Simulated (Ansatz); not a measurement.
Consider the redistribution: `[CH3][SnH]([OH])[Cl]` + `CO[SiH2][SnH3]` → `C[O][SnH]([OH])[Cl]` + `C[SiH2][SnH3]`.

Program: Ansatz. Geometries: PBE0-D4/def2-TZVP. ΔE: electronic, gas phase. CBS: MP2 limit from def2 TZ/QZ plus the TZ coupled-cluster correction, frozen cores. Functionals use def2-TZVPP. B3LYP here is the variant with VWN-RPA as its local correlation; programs differ in this. def2 core potentials past Kr. For Sn outer-core shells are correlated without core-valence functions, which leaves a few kJ/mol of doubt a bond. Each species was taken in one conformer, which may not be the lowest.

`[CH3][SnH]([OH])[Cl]`:

Cartesian coordinates in Å:
```
C 0.011 0.333 1.438
Sn 0.204 -0.456 -0.513
O -1.318 0.269 -1.508
Cl 2.123 0.435 -1.510
H 0.870 0.043 2.043
H -0.036 1.418 1.363
H -0.905 -0.042 1.895
H 0.310 -2.142 -0.751
H -1.258 0.142 -2.458
```

`CO[SiH2][SnH3]`:

Z-matrix (Å, degrees):
```
C
O 1 1.408
H 1 1.096 2 111.5
H 1 1.097 2 111.6 3 121.4
H 1 1.091 2 108.2 3 -119.3
Si 2 1.646 1 122.8 3 -59.9
Sn 6 2.576 2 112.1 1 -60.8
H 6 1.483 2 106.0 1 178.5
H 6 1.493 2 110.5 1 60.3
H 7 1.711 6 111.9 2 61.4
H 7 1.709 6 110.2 2 -179.2
H 7 1.709 6 111.8 2 -59.2
```

`C[O][SnH]([OH])[Cl]`:

Cartesian coordinates in Å:
```
C -0.431 0.264 1.672
O 0.313 -0.455 0.713
Sn 0.519 0.165 -1.119
O 0.931 -1.436 -2.130
Cl -1.564 0.993 -1.737
H 0.076 1.188 1.978
H -1.434 0.522 1.315
H -0.535 -0.372 2.555
H 1.723 1.323 -1.391
H 0.403 -2.192 -1.858
```

`C[SiH2][SnH3]`:

Cartesian coordinates in Å:
```
C 1.065 -1.390 0.494
Si 0.116 0.171 0.920
Sn -1.061 1.145 -1.138
H 1.561 -1.792 1.380
H 1.827 -1.187 -0.261
H 0.394 -2.157 0.101
H 1.038 1.202 1.471
H -0.910 -0.116 1.962
H -2.164 0.020 -1.805
H 0.067 1.539 -2.362
H -1.933 2.565 -0.760
```

(1) Is it downhill or uphill in electronic energy at CCSD(T)/CBS, and by how much? (Best estimate.)

(2) What do these levels give: r2SCAN-D4, B3LYP-D4, ωB97M-V, B2PLYP, PBE, r2SCAN, B3LYP, HF/def2-TZVPP, SCS-MP2/def2-TZVPP, CCSD/def2-TZVPP, CCSD(T)/def2-TZVPP, MP2/def2-QZVPP? (An estimate is asked.)

Largest T1 diagnostic among the species: 0.013.

Answers

(1) Ansatz gave: Uphill: ΔE = +52.6 kJ/mol.

(2) The calculation gave: r2SCAN-D4 50.0, B3LYP-D4 54.9, ωB97M-V 54.6, B2PLYP 54.7, PBE 46.4, r2SCAN 50.0, B3LYP 54.9, HF/def2-TZVPP 62.3, SCS-MP2/def2-TZVPP 57.0, CCSD/def2-TZVPP 57.5, CCSD(T)/def2-TZVPP 55.0, MP2/def2-QZVPP 55.7 kJ/mol.

From PBE to PBE0 (25 % exact exchange), in def2-TZVPP and without D4, ΔE moves by +5.1 kJ/mol. In def2-TZVPP, CCSD(T) changes the Hartree–Fock value by −7.2 kJ/mol (the triples alone add −2.5 kJ/mol) and MP2 by −5.0 kJ/mol.
